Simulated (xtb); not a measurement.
methylamine (CH$_{5}$N), singlet, geometry from GFN2-xTB; xtb 6.7.1 with GFN2-xTB.

Here is a job for xtb.
```
$ xtb mol.xyz --gfn 2 --chrg 0 --uhf 0 --json

# file mol.xyz
7

C      0.06015742     0.70059241    -0.00131411
N      0.03966195    -0.75172453     0.00299697
H     -0.93451955     1.16943137    -0.01795391
H     -0.46398692    -1.09295311     0.81518120
H     -0.43905591    -1.09816464    -0.82195807
H      0.58603787     1.04291425     0.88931393
H      0.61294631     1.03728935    -0.87767727
```

It wrote (shortened):

```
   ID    Z sym.   atoms
    1    6 C      1
    2    7 N      2
    3    1 H      3-7

           -------------------------------------------------
          |                Calculation Setup                |
           -------------------------------------------------

           -------------------------------------------------
          |                 G F N 2 - x T B                 |
           -------------------------------------------------

          ...................................................
          :                      SETUP                      :
          :.................................................:
          :  # basis functions                  13          :
          :  # atomic orbitals                  13          :
          :  # shells                            9          :
          :  # electrons                        14          :
          :  max. iterations                   250          :
          :  Hamiltonian                  GFN2-xTB          :
          :  restarted?                      false          :
          :  GBSA solvation                  false          :
          :  PC potential                    false          :
          :  electronic temp.          300.0000000     K    :
          :  accuracy                    1.0000000          :
          :  -> integral cutoff          0.2500000E+02      :
          :  -> integral neglect         0.1000000E-07      :
          :  -> SCF convergence          0.1000000E-05 Eh   :
          :  -> wf. convergence          0.1000000E-03 e    :
          :  Broyden damping             0.4000000          :
          :  net charge                          0          :
          :  unpaired electrons                  0          :
          ...................................................

 iter      E             dE          RMSdq      gap      omega  full diag
   1     -7.6694223 -0.766942E+01  0.325E+00   11.33       0.0  T
   2     -7.6836986 -0.142763E-01  0.176E+00   11.60       1.0  T
   3     -7.6843066 -0.607992E-03  0.736E-01   11.63       1.0  T
   4     -7.6843641 -0.575470E-04  0.844E-02   11.55       1.0  T
   5     -7.6843651 -0.967409E-06  0.388E-02   11.55       1.0  T
   6     -7.6843653 -0.189366E-06  0.357E-03   11.55      10.6  T
   7     -7.6843653 -0.402440E-08  0.871E-04   11.55      43.4  T
   8     -7.6843653 -0.123641E-08  0.231E-04   11.55     163.7  T

   *** convergence criteria satisfied after 8 iterations ***

         :::::::::::::::::::::::::::::::::::::::::::::::::::::
         ::                     SUMMARY                     ::
         :::::::::::::::::::::::::::::::::::::::::::::::::::::
         :: total energy              -7.587183013131 Eh    ::
         :: gradient norm              0.000056666909 Eh/a0 ::
         :: HOMO-LUMO gap             11.554008472799 eV    ::
         ::.................................................::
         :: SCC energy                -7.684365213425 Eh    ::
         :: -> isotropic ES            0.011104961957 Eh    ::
         :: -> anisotropic ES          0.003346956385 Eh    ::
         :: -> anisotropic XC          0.008036320771 Eh    ::
         :: -> dispersion             -0.001623671626 Eh    ::
         :: repulsion energy           0.097182200295 Eh    ::
         :: add. restraining           0.000000000000 Eh    ::
         :: total charge               0.000000000000 e     ::
         :::::::::::::::::::::::::::::::::::::::::::::::::::::

           -------------------------------------------------
          |                Property Printout                |
           -------------------------------------------------

    * Orbital Energies and Occupations

         #    Occupation            Energy/Eh            Energy/eV
      -------------------------------------------------------------
         1        2.0000           -0.6208363             -16.8938
         2        2.0000           -0.5739424             -15.6178
         3        2.0000           -0.5230425             -14.2327
         4        2.0000           -0.5068004             -13.7907
         5        2.0000           -0.4802594             -13.0685
         6        2.0000           -0.4471400             -12.1673
         7        2.0000           -0.3657038              -9.9513 (HOMO)
         8                          0.0588982               1.6027 (LUMO)
         9                          0.1333815               3.6295
        10                          0.1609707               4.3802
        11                          0.1771620               4.8208
        12                          0.2272733               6.1844
        13                          0.2666575               7.2561
      -------------------------------------------------------------
                  HL-Gap            0.4246020 Eh           11.5540 eV
             Fermi-level           -0.1534028 Eh           -4.1743 eV

     #   Z          covCN         q      C6AA      α(0)
     1   6 C        3.680    -0.019    21.139     6.585
     2   7 N        2.627    -0.337    28.665     7.952
     3   1 H        0.923     0.008     2.921     2.673
     4   1 H        0.860     0.135     1.506     1.922
     5   1 H        0.860     0.135     1.506     1.922
     6   1 H        0.925     0.039     2.467     2.456
     7   1 H        0.925     0.039     2.467     2.456

 Mol. C6AA /au·bohr⁶  :        296.822781
 Mol. C8AA /au·bohr⁸  :       5648.781750
 Mol. α(0) /au        :         25.967097

Wiberg/Mayer (AO) data.
largest (>0.10) Wiberg bond orders for each atom

 ---------------------------------------------------------------------------
     #   Z sym  total        # sym  WBO       # sym  WBO       # sym  WBO
 ---------------------------------------------------------------------------
     1   6 C    3.987 --     2 N    1.036     7 H    0.986     6 H    0.986
                             3 H    0.979
     2   7 N    3.000 --     1 C    1.036     4 H    0.970     5 H    0.970
     3   1 H    1.000 --     1 C    0.979
     4   1 H    0.982 --     2 N    0.970
     5   1 H    0.982 --     2 N    0.970
     6   1 H    0.999 --     1 C    0.986
     7   1 H    0.999 --     1 C    0.986
 ---------------------------------------------------------------------------

Topologies differ in total number of bonds
Writing topology from bond orders to xtbtopo.mol

molecular dipole:
                 x           y           z       tot (Debye)
 q only:       -0.185       0.062      -0.003
   full:       -0.556       0.142      -0.009       1.458
molecular quadrupole (traceless):
                xx          xy          yy          xz          yz          zz
 q only:       -0.504       0.977       0.193      -0.016       0.015       0.311
  q+dip:       -0.239       1.873      -0.912      -0.027       0.035       1.151
   full:       -0.618       2.020      -0.442      -0.032       0.036       1.061

           -------------------------------------------------
          | TOTAL ENERGY               -7.587183013131 Eh   |
          | GRADIENT NORM               0.000056666909 Eh/α |
          | HOMO-LUMO GAP              11.554008472799 eV   |
           -------------------------------------------------

normal termination of xtb
```
